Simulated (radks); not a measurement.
Hf2+, configuration [Xe] 4f14 5d2 (the NIST ground configuration).

Calculated with a radial shooting solver on a logarithmic mesh with Libxc functionals: scalar-relativistic Kohn-Sham, XLYP, spin-polarised, spherical densities, point nucleus; open shells are filled with parallel spins first (spin-orbit coupling, left out, can overturn this in heavy ions).

Energy parts (Ry):
part                       energy
total                 -30158.4872
kinetic                33050.5141
electron-nucleus      -74324.4995
Hartree                11733.6110
exchange-correlation    -618.1129

Orbitals (lengths in bohr, moments of r in powers of bohr; <r^-3> diverges for s and p1/2):
orbital  occ.  eigenvalue (Ry)       <r^4>  <r^-3>      <r^2>
1s down     1        -4800.549   6.614e-07       -  0.0004948
1s up       1        -4800.549   6.614e-07       -  0.0004948
2s up       1        -821.8958   0.0001006       -   0.007638
2s down     1        -821.8909   0.0001006       -   0.007638
2p up       3        -721.7681  0.00007812   17790   0.006283
2p down     3        -721.7642  0.00007812   17790   0.006283
3s up       1        -188.1035    0.003729       -    0.04976
3s down     1        -188.1030    0.003729       -    0.04976
3p up       3        -158.1987    0.003986    3925    0.05040
3p down     3        -158.1980    0.003986    3925    0.05040
3d up       5        -122.8206    0.003093   510.1    0.04186
3d down     5        -122.8181    0.003093   510.1    0.04186
4s up       1        -38.75978     0.08905       -     0.2475
4s down     1        -38.75659     0.08905       -     0.2475
4p up       3        -28.95048      0.1188   900.5     0.2818
4p down     3        -28.94759      0.1188   900.4     0.2818
4d up       5        -16.28159      0.1799   99.24     0.3324
4d down     5        -16.27790      0.1796   99.25     0.3323
5s up       1         -6.04462       3.146       -      1.454
5s down     1         -5.99293       3.095       -      1.442
5p up       3         -3.74028       6.537   118.1      2.048
5p down     3         -3.66934       6.462   120.0      2.032
4f up       7         -2.33539      0.9768   15.51     0.5982
4f down     7         -2.32230      0.9343   15.60     0.5884
5d up       2         -1.26584       49.80   5.368      5.270
5d down     0         -1.18776       54.47   5.241      5.493

The highest occupied level is 5d up at -17.223 eV. For comparison, the ionisation energy in NIST's Atomic Spectra Database is 22.55 eV (theoretical). In exact Kohn-Sham theory the highest level is minus the ionisation energy, but local and semilocal functionals leave it too shallow, through self-interaction and a potential that decays too fast; potentials with the right tail come closer. Spin moment in Bohr magnetons: 2.
